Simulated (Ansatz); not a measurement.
`C[Se][SiH3]` at its PBE0-D4/def2-TZVP geometry, where that method's forces vanish. Total charge 0; spin multiplicity 1.

```xyz
9

C    -0.6533    1.1229    0.9395
Se    1.1867    0.5510    0.5904
Si    0.6744   -1.0788   -0.8987
H    -1.1138    1.4917    0.0251
H    -0.5913    1.9299    1.6674
H    -1.2317    0.3006    1.3563
H     1.9628   -1.6786   -1.3245
H    -0.0425   -0.5213   -2.0766
H    -0.1913   -2.1173   -0.2789
```

Task: What forces (eV/Å) does r2SCAN-D4/def2-TZVPP give on these atoms in the Gaussian-basis code of Ansatz? (Estimate.)

Result: Computed: 
```
C1  -0.190  0.062  0.039
Se2  0.176 -0.029 -0.011
Si3  0.004 -0.023 -0.020
H4   0.010 -0.010  0.022
H5   0.000 -0.024 -0.022
H6   0.014  0.019 -0.011
H7  -0.033  0.009  0.005
H8   0.008 -0.018  0.017
H9   0.011  0.014 -0.020
```
